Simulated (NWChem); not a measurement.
System: GeF$_{3}$, doublet; SMILES [Ge]([F])([F])[F]

NWChem input:

```
start job
memory heap 200 mb stack 900 mb global 1100 mb
geometry units angstroms
  F     -0.481370     1.523551    -0.407871
  Ge     0.000000     0.000000     0.248664
  F     -1.078749    -1.178654    -0.407871
  F      1.560119    -0.344897    -0.407871
end
basis spherical
  * library def2-svp
end
dft
  odft
  mult 2
  xc xpbe96 cpbe96
  iterations 150
end
driver
  maxiter 120
end
task dft optimize
task dft freq
```

Output (shortened):

```
             Northwest Computational Chemistry Package (NWChem) 7.3.0
             --------------------------------------------------------

 C3V symmetry detected

                             Geometry "geometry" -> ""
                             -------------------------

 Output coordinates in angstroms (scale by  1.889725989 to convert to a.u.)

  No.       Tag          Charge          X              Y              Z
 ---- ---------------- ---------- -------------- -------------- --------------
    1 F                    9.0000     1.12980637     1.12980637    -0.35608678
    2 Ge                  32.0000     0.00000000     0.00000000     0.30044822
    3 F                    9.0000    -1.54334420     0.41353783    -0.35608678
    4 F                    9.0000     0.41353783    -1.54334420    -0.35608678

 Effective nuclear repulsion energy (a.u.)     311.1434051926

      Symmetry information
      --------------------

 Group name             C3v
 Group number             17
 Group order               6
 No. of unique centers     2

                                Z-matrix (autoz)
                                --------

 Units are Angstrom for bonds and degrees for angles

      Type          Name      I     J     K     L     M      Value
      ----------- --------  ----- ----- ----- ----- ----- ----------
    1 Stretch                  1     2                       1.72742
    2 Stretch                  2     3                       1.72742
    3 Stretch                  2     4                       1.72742
    4 Bend                     1     2     3               106.45861
    5 Bend                     1     2     4               106.45861
    6 Bend                     3     2     4               106.45861

  pbe96 is a nonlocal functional; adding pw91lda local functional.

                           NWChem Geometry Optimization
                           ----------------------------

 maximum gradient threshold         (gmax) =   0.000450
 rms gradient threshold             (grms) =   0.000300
 maximum cartesian step threshold   (xmax) =   0.001800
 rms cartesian step threshold       (xrms) =   0.001200
 fixed trust radius                (trust) =   0.300000
 source of zmatrix                         =   autoz

          -------------------
          Energy Minimization
          -------------------

 Using diagonal initial Hessian
 Scaling for Hessian diagonals: bonds = 1.00  angles = 0.25  torsions = 0.10

          --------
          Step   0

                                 NWChem DFT Module
                                 -----------------

 Summary of "ao basis" -> "ao basis" (spherical)
 ------------------------------------------------------------------------------
       Tag                 Description            Shells   Functions and Types
 ---------------- ------------------------------  ------  ---------------------
 F                          def2-svp                 6       14   3s2p1d
 Ge                         def2-svp                12       32   5s4p3d

      Symmetry analysis of basis
      --------------------------

        a1         22
        a2          4
        e          48

  Rotation of axis

            General Information
            -------------------
          SCF calculation type: DFT
          Wavefunction type:  spin polarized.
          No. of atoms     :     4
          No. of electrons :    59
           Alpha electrons :    30
            Beta electrons :    29
          Charge           :     0
          Spin multiplicity:     2
          Use of symmetry is: on ; symmetry adaption is: on
          Maximum number of iterations: 150
          AO basis - number of functions:    74
                     number of shells:    30
          Convergence on energy requested:  1.00D-06
          Convergence on density requested:  1.00D-05
          Convergence on gradient requested:  5.00D-04

              XC Information
              --------------
          PerdewBurkeErnzerhof Exchange Functional  1.000
            Perdew 1991 LDA Correlation Functional  1.000 local
           PerdewBurkeErnz. Correlation Functional  1.000 non-local

             Grid Information
             ----------------
          Grid used for XC integration:  medium
          Radial quadrature: Mura-Knowles
          Angular quadrature: Lebedev.
          Tag              B.-S. Rad. Rad. Pts. Rad. Cut. Ang. Pts.
          ---              ---------- --------- --------- ---------
          F                   0.50       49           7.0       434
          Ge                  1.25      112           6.0       590
          Grid pruning is: on
          Number of quadrature shells:   161
          Spatial weights used:  Erf1

      Superposition of Atomic Density Guess
      -------------------------------------

 Sum of atomic energies:       -2372.92102447

      Non-variational initial energy
      ------------------------------

 Total energy =   -2373.052603
 1-e energy   =   -3933.029314
 2-e energy   =    1248.833306
 HOMO         =      -0.235570
 LUMO         =       0.107494

   Symmetry analysis of molecular orbitals - initial alpha
   -------------------------------------------------------

  Numbering of irreducible representations:

     1 a1          2 a2          3 e

  Orbital symmetries:

     1 a1          2 a1          3 e           4 e           5 a1
     6 a1          7 e           8 e           9 a1         10 e
    11 e          12 a1         13 a1         14 e          15 e
    16 e          17 e          18 a1         19 e          20 e
    21 a1         22 e          23 e          24 a1         25 e
    26 e          27 e          28 e          29 a2         30 a1
    31 a1         32 e          33 e          34 a1         35 a1
    36 e          37 e          38 e          39 e          40 a1

   Symmetry analysis of molecular orbitals - initial beta
   ------------------------------------------------------

  Numbering of irreducible representations:

     1 a1          2 a2          3 e

  Orbital symmetries:

     1 a1          2 a1          3 e           4 e           5 a1
     6 a1          7 e           8 e           9 a1         10 e
    11 e          12 a1         13 a1         14 e          15 e
    16 e          17 e          18 a1         19 e          20 e
    21 a1         22 e          23 e          24 a1         25 e
    26 e          27 e          28 e          29 a2         30 a1
    31 a1         32 e          33 e          34 a1         35 a1
    36 e          37 e          38 e          39 e          40 a1

   convergence    iter        energy       DeltaE   RMS-Dens  Diis-err
 ---------------- ----- ----------------- --------- --------- ---------
 d= 0,ls=0.0,diis     1  -2375.3396748415 -2.69D+03  1.67D-02  3.18D-01
                                                     1.89D-02  3.19D-01
 d= 0,ls=0.0,diis     2  -2374.7559405477  5.84D-01  9.06D-03  1.99D+00
                                                     1.17D-02  1.91D+00
 d= 0,ls=0.0,diis     3  -2375.5041597745 -7.48D-01  7.41D-04  1.05D-02
                                                     7.65D-04  1.04D-02
 d= 0,ls=0.0,diis     4  -2375.5063312124 -2.17D-03  2.50D-04  1.68D-03
                                                     1.88D-04  1.67D-03
 d= 0,ls=0.0,diis     5  -2375.5065733179 -2.42D-04  1.29D-04  1.34D-04
                                                     9.86D-05  1.32D-04
  Resetting Diis
 d= 0,ls=0.0,diis     6  -2375.5066072478 -3.39D-05  7.59D-06  1.85D-07
                                                     7.91D-06  4.24D-07
 d= 0,ls=0.0,diis     7  -2375.5066073966 -1.49D-07  2.72D-06  1.60D-08
                                                     1.48D-06  8.62D-09

         Total DFT energy =    -2375.506607396558
      One electron energy =    -3931.284890499163
           Coulomb energy =     1354.522838839702
    Exchange-Corr. energy =     -109.887960929665
 Nuclear repulsion energy =      311.143405192568

 Numeric. integr. density =       59.000008573997

                  Occupations of the irreducible representations
                  ----------------------------------------------

                     irrep           alpha         beta
                     --------     --------     --------
                     a1               11.0         10.0
                     a2                1.0          1.0
                     e                18.0         18.0

                    DFT Final Alpha Molecular Orbital Analysis
                    ------------------------------------------

[...]

      ----------------------
      Optimization converged
      ----------------------

  Step       Energy      Delta E   Gmax     Grms     Xrms     Xmax
  ---- ---------------- -------- -------- -------- -------- --------
@    2   -2375.50763459 -1.2D-06  0.00004  0.00003  0.00074  0.00166
                                     ok       ok       ok       ok

                                Z-matrix (autoz)
                                --------

 Units are Angstrom for bonds and degrees for angles

      Type          Name      I     J     K     L     M      Value     Gradient
      ----------- --------  ----- ----- ----- ----- ----- ---------- ----------
    1 Stretch                  1     2                       1.75329   -0.00004
    2 Stretch                  2     3                       1.75329   -0.00004
    3 Stretch                  2     4                       1.75329   -0.00004
    4 Bend                     1     2     3               106.54614    0.00000
    5 Bend                     1     2     4               106.54614    0.00000
    6 Bend                     3     2     4               106.54614    0.00000

                         Geometry "geometry" -> "geometry"
                         ---------------------------------

 Output coordinates in angstroms (scale by  1.889725989 to convert to a.u.)

  No.       Tag          Charge          X              Y              Z
 ---- ---------------- ---------- -------------- -------------- --------------
    1 F                    9.0000     1.14738196     1.14738196    -0.35798100
    2 Ge                  32.0000    -0.00000000    -0.00000000     0.30613089
    3 F                    9.0000    -1.56735290     0.41997095    -0.35798100
    4 F                    9.0000     0.41997095    -1.56735290    -0.35798100

 Effective nuclear repulsion energy (a.u.)     306.5260054573

      Symmetry information
      --------------------

 Group name             C3v
 Group number             17
 Group order               6
 No. of unique centers     2

                Final and change from initial internal coordinates
                --------------------------------------------------

                                Z-matrix (autoz)
                                --------

 Units are Angstrom for bonds and degrees for angles

      Type          Name      I     J     K     L     M      Value       Change
      ----------- --------  ----- ----- ----- ----- ----- ---------- ----------
    1 Stretch                  1     2                       1.75329    0.02587
    2 Stretch                  2     3                       1.75329    0.02587
    3 Stretch                  2     4                       1.75329    0.02587
    4 Bend                     1     2     3               106.54614    0.08753
    5 Bend                     1     2     4               106.54614    0.08753
    6 Bend                     3     2     4               106.54614    0.08753

 ==============================================================================
                                internuclear distances
 ------------------------------------------------------------------------------
       center one      |      center two      | atomic units |  angstroms
 ------------------------------------------------------------------------------
    2 Ge               |   1 F                |     3.31323  |     1.75329
    3 F                |   2 Ge               |     3.31323  |     1.75329
    4 F                |   2 Ge               |     3.31323  |     1.75329
 ------------------------------------------------------------------------------
                         number of included internuclear distances:          3
 ==============================================================================

[second-derivative integrals and response iterations left out]

  Vibrational analysis via the FX method

  See chapter 2 in "Molecular Vibrations" by Wilson, Decius and Cross

  Vib: Default input used

 ---------------------------- Atom information ----------------------------
     atom    #        X              Y              Z            mass
 --------------------------------------------------------------------------
    F        1  2.1682375D+00  2.1682375D+00 -6.7648601D-01  1.8998400D+01
    Ge       2 -7.9129731D-67 -1.5825946D-66  5.7850350D-01  7.3921900D+01
    F        3 -2.9618675D+00  7.9363001D-01 -6.7648601D-01  1.8998400D+01
    F        4  7.9363001D-01 -2.9618675D+00 -6.7648601D-01  1.8998400D+01
 --------------------------------------------------------------------------

[unprojected Hessian and modes left out]

[...]

 Rotational Constants
 --------------------
 A=   0.188931 cm-1  (  0.271824 K)
 B=   0.188931 cm-1  (  0.271824 K)
 C=   0.112335 cm-1  (  0.161622 K)

 Temperature                      =   298.15K
 frequency scaling parameter      =   1.0000

 Zero-Point correction to Energy  =    3.805 kcal/mol  (  0.006064 au)
 Thermal correction to Energy     =    6.838 kcal/mol  (  0.010897 au)
 Thermal correction to Enthalpy   =    7.430 kcal/mol  (  0.011840 au)

 Total Entropy                    =   70.957 cal/mol-K
   - Translational                =   40.503 cal/mol-K (mol. weight = 130.9171)
   - Rotational                   =   23.307 cal/mol-K (symmetry #  =        3)
   - Vibrational                  =    7.147 cal/mol-K

 Cv (constant volume heat capacity) =   14.048 cal/mol-K
   - Translational                  =    2.979 cal/mol-K
   - Rotational                     =    2.979 cal/mol-K
   - Vibrational                    =    8.089 cal/mol-K

[normal modes left out]

 ----------------------------------------------------------------------------
 Normal Eigenvalue ||           Projected Infra Red Intensities
  Mode   [cm**-1]  || [atomic units] [(debye/angs)**2] [(KM/mol)] [arbitrary]
 ------ ---------- || -------------- ----------------- ---------- -----------
    1       -0.000 ||    0.000021           0.000         0.020       0.012
    2        0.000 ||    0.000000           0.000         0.000       0.000
    3        0.000 ||    0.000003           0.000         0.003       0.002
    4        0.000 ||    0.000784           0.018         0.764       0.432
    5        0.000 ||    0.001201           0.028         1.171       0.662
    6        0.000 ||    0.001384           0.032         1.349       0.763
    7      195.437 ||    0.008204           0.189         7.998       4.523
    8      195.439 ||    0.008204           0.189         7.998       4.523
    9      241.557 ||    0.027394           0.632        26.705      15.103
   10      648.236 ||    0.019813           0.457        19.315      10.923
   11      691.247 ||    0.075325           1.738        73.430      41.528
   12      691.249 ||    0.075325           1.738        73.430      41.528
 ----------------------------------------------------------------------------
```

Level: PBE/def2-SVP, spin-unrestricted. In the optimisation the excess spin sits in a (C3, its own frame). No stability test was run on the SCF state.
